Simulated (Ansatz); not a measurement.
`[SiH3][O][SnH3]` + CH₃SH → `C[S][SnH3]` + `O[SiH3]`  (ligand exchange at the Sn–O bond)

Program: Ansatz. Geometries: PBE0-D4/def2-TZVP. ΔE: electronic, gas phase. CCSD(T)/CBS is the MP2 limit (def2-TZVPP, def2-QZVPP) plus CCSD(T) − MP2 in def2-TZVPP, frozen cores. This one scheme is used for every species. DFT in def2-TZVPP. Elements past krypton have def2 core potentials. For Sn outer-core shells are correlated without core-valence functions, which leaves a few kJ/mol of doubt a bond.

CCSD(T)/CBS gives -20.6 kJ/mol.

(1) Another level gave -17.7 kJ/mol. Which?
A. RPA@PBE/def2-TZVPP
B. PBE-D4/def2-TZVPP
C. r2SCAN0/def2-TZVPP
D. B2PLYP/def2-TZVPP

(2) What do rigid-rotor, harmonic-oscillator terms from PBE0-D4/def2-TZVP frequencies (298.15 K, 1 bar) make of the CCSD(T)/CBS value? (Estimate.)

Largest T1 diagnostic among the species: 0.013.

Answers

(1) D. B2PLYP -17.7, PBE-D4 -29.1, r2SCAN0 -24.6, RPA@PBE/def2-TZVPP -12.2 kJ/mol.

(2) Computed: ΔZPE = +5.6 kJ/mol, ΔH = -15.5 kJ/mol, ΔS = -22 J/(mol·K), ΔG = -8.8 kJ/mol. Modes under 50 cm⁻¹ make the entropy rough.

Leaving LDA and LC-ωPBE aside and taking each functional with its dispersion term where it has one, the values, not all of them listed here, spread over 14.6 kJ/mol, from HSE06-D4 to CAM-B3LYP-D4. LDA lies −3.9 kJ/mol from PBE without D4. At CCSD(T), def2-SVP lies +9.9 kJ/mol from the extrapolated value and def2-TZVPP +2.9 kJ/mol.
